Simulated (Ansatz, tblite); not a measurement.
Species of one formula, C$_{5}$H$_{15}$NSn (singlet), each relaxed with PBE-D4/def2-SVP in Ansatz.

In the def2 sets Sn takes a core potential, while STO-3G treats all electrons; there is no spin–orbit coupling. The xTB rows come from tblite. HSE06 is defined as in plane-wave codes, on full-range PBE exchange. Correlated methods freeze 10 core orbitals; core or outer-core shells of Sn are correlated, in sets that lack core-valence functions.

Other spin states weren't relaxed.

A: SnHMe2(NMeEt) (C5H15NSn)

B: SnHMe2(NHiPr) (C5H15NSn)

Estimate which lies lowest at each level, and how far above it the others are (kJ/mol).


```
              level     A    B
           GFN1-xTB  55.8  0.0
           GFN2-xTB  17.7  0.0
          HF/STO-3G  12.7  0.0
       HF/def2-TZVP  39.4  0.0
    PBE-D4/def2-SVP  32.0  0.0
   PBE-D4/def2-TZVP  37.7  0.0
r2SCAN-D4/def2-TZVP  42.3  0.0
   PBE0-D4/def2-SVP  34.2  0.0
  PBE0-D4/def2-TZVP  40.0  0.0
 HSE06-D4/def2-TZVP  39.8  0.0
 BHLYP-D4/def2-TZVP  38.9  0.0
  ωB97M-V/def2-TZVP  42.6  0.0
  RPA@PBE/def2-TZVP  39.2  0.0
      MP2/def2-TZVP  42.6  0.0
```
Point groups (tolerance 0.1 Å): A not assigned, B not assigned.
